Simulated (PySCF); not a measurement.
I⁴³⁺ (iodine, charge +43) across methods

[Ne], closed-shell 1S. Computed with PySCF 2.14 in an even-tempered Gaussian basis (19 s from 20 bohr⁻², ratio 2.2; 12 p from 26 bohr⁻², ratio 2.2; 6 d from 110 bohr⁻², ratio 2.4; 5 f from 160 bohr⁻², ratio 2.4; 4 g from 240 bohr⁻², ratio 2.4), with scalar relativity by spin-free X2C-1e.

```
 method  E (hartree)  mean ε 1s (eV)  mean ε 2s (eV)  mean ε 2p (eV)  Σ⟨r²⟩ (bohr²)   ⟨S²⟩
 r2SCAN     -5344.67        -35891.1         -7835.4         -7345.6         0.1053  0.000
r2SCAN0     -5344.61        -35978.8         -7865.9         -7371.2         0.1053  0.000
   PBE0     -5344.08        -35938.2         -7850.2         -7360.9         0.1054  0.000
    PBE     -5343.96        -35836.9         -7814.1         -7331.6         0.1055  0.000
    LDA     -5337.88        -35796.1         -7806.3         -7328.0         0.1055  0.000
    UHF  -5344.00116        -36241.7         -7956.7         -7447.0         0.1053  0.000
r2SCANh     -5344.64        -35926.2         -7847.6         -7355.8         0.1053  0.000
```
